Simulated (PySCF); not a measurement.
## Ta⁶¹⁺ (tantalum, charge +61): Hartree-Fock from Schrödinger to Dirac-Coulomb-Breit

Occupied: 1s1/2, 2s1/2, 2p1/2, 2p3/2, 3s1/2. Hartree-Fock calculated with PySCF 2.14 in an even-tempered Gaussian basis (16 s from 8.5 bohr⁻², ratio 2.7; 14 p from 10 bohr⁻², ratio 2.7), Gaussian nucleus throughout. NR is non-relativistic, sf-X2C the spin-free one-electron X2C Hamiltonian, X2C adds the bare one-electron spin-orbit term, X2C-SNSO screens it by Boettger's factors, DC is four-component Dirac-Coulomb, and the Gaunt and Breit terms are added at first order (total energies over the DC spinors, levels after relaxing the spinors in that mean field). QED terms are absent. Levels marked empty are virtual spinors of this ion; the basis has s and p functions only, so 3d, which can lie below the n = 4 levels, is absent.

```json
{"level (eV)": "1s1/2", "NR": "-67507.4", "sf-X2C": "-72915.2", "X2C": "-72899.8", "X2C-SNSO": "-72900.7"}
{"level (eV)": "2s1/2", "NR": "-15081.8", "sf-X2C": "-16626.7", "X2C": "-16622.9", "X2C-SNSO": "-16623.2"}
{"level (eV)": "2p1/2", "NR": "-14689.3", "sf-X2C": "-15201.5", "X2C": "-16168.9", "X2C-SNSO": "-16137.7"}
{"level (eV)": "2p3/2", "NR": "-14689.3", "sf-X2C": "-15201.5", "X2C": "-14813.1", "X2C-SNSO": "-14823.1"}
{"level (eV)": "3s1/2", "NR": "-6284.6", "sf-X2C": "-6769.7", "X2C": "-6769.1", "X2C-SNSO": "-6769.1"}
{"level (eV)": "3p1/2 (empty)", "NR": "-6055.6", "sf-X2C": "-6259.6", "X2C": "-6513.1", "X2C-SNSO": "-6505.0"}
{"level (eV)": "3p3/2 (empty)", "NR": "-6055.6", "sf-X2C": "-6259.6", "X2C": "-6156.4", "X2C-SNSO": "-6159.1"}
{"level (eV)": "4s1/2 (empty)", "NR": "-3376.5", "sf-X2C": "-3569.2", "X2C": "-3568.9", "X2C-SNSO": "-3569.0"}
```

Q: Where do the four-component calculations put these levels?

A: 1s1/2: DC -72986.2, DC+Gaunt -72757.5, DC+Breit -72772.8; 2s1/2: DC -16635.3, DC+Gaunt -16610.1, DC+Breit -16612.0; 2p1/2: DC -16145.7, DC+Gaunt -16102.3, DC+Breit -16106.6; 2p3/2: DC -14831.5, DC+Gaunt -14802.5, DC+Breit -14806.8; 3s1/2: DC -6772.0, DC+Gaunt -6765.3, DC+Breit -6766.2; 3p1/2 (empty): DC -6507.1, DC+Gaunt -6496.0, DC+Breit -6497.5; 3p3/2 (empty): DC -6160.9, DC+Gaunt -6153.5, DC+Breit -6155.0; 4s1/2 (empty): DC -3570.0, DC+Gaunt -3567.6, DC+Breit -3567.9 (eV).

```
Hamiltonian  E (hartree)  E − E(DC) (hartree)  CPU seconds
         NR  -10498.7800             747.6008         0.43
     sf-X2C  -11227.3130              19.0678         0.32
        X2C  -11241.9493               4.4316         0.32
   X2C-SNSO  -11241.0992               5.2817         0.32
         DC  -11246.3809               0.0000           16
   DC+Gaunt  -11232.2944              14.0865           28
   DC+Breit  -11233.5314              12.8495           79
```

Weight of the small component: 1s1/2 0.0757, 2s1/2 0.0176, 2p1/2 0.0175, 2p3/2 0.0160, 3s1/2 0.00686, 3p1/2 0.00677, 3p3/2 0.00636, 4s1/2 0.00329.

Koopmans' value for the highest occupied level at DC+Breit: 6766.2 eV, against an ionisation energy of 6769 ± 12 eV (theoretical estimate listed by NIST; NIST Atomic Spectra Database, ionization energies); the former lacks relaxation, correlation, QED and recoil.

The whole ladder took 130 s of wall time on 1 thread of Neoverse-N1 (shared host), launched as `OMP_NUM_THREADS=1 python relrun2.py TASK.json OUT` (a driver that calls PySCF for each Hamiltonian).
